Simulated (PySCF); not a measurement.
## Diatomics of Br with group 5

r²SCAN with triple-zeta basis sets in PySCF, for the lowest determinant that a PBE0 search found; no spin–orbit coupling. De refers to high-spin ground-configuration atoms. A positive dipole means M(−)Br(+).

| M | basis | state (unpaired electrons) | Re (Å) | ωe (cm⁻¹) | De (eV) | μ (D) |
| --- | --- | --- | --- | --- | --- | --- |
| V | def2-TZVPP | quintet (σ ↑, π ↑↑, δ ↑) | 2.376 | 306 | n/a | -4.29 |
| Nb | def2-TZVPP | quintet (σ ↑↑, δ ↑↑) | 2.496 | 253 | 3.29 | -0.82 |
| Ta | def2-TZVPP | quintet (σ ↑, π ↑, δ ↑↑) | 2.453 | 248 | n/a | -2.97 |

The shortest bond is that of VBr (2.376 Å), the longest that of NbBr (2.496 Å).

The state changes along the series, so neighbouring rows are not always alike in their bonding.

De is left out where the level can put another filling of the metal’s s and d shells below the measured ground configuration, by anything from nothing to about 1 eV. The metal atom is held in its measured ground configuration; semilocal functionals can put another filling of s and d lower by some tenths of an eV, and De to that atom would be smaller. Spin–orbit coupling is left out, which matters for elements this heavy, above all for dissociation energies. Counting both spins, an empty level lies below a filled one in some of these solutions, because spin and occupation are held. With d or f electrons several states lie close, and the lowest PBE0 determinant need not be the measured ground state.
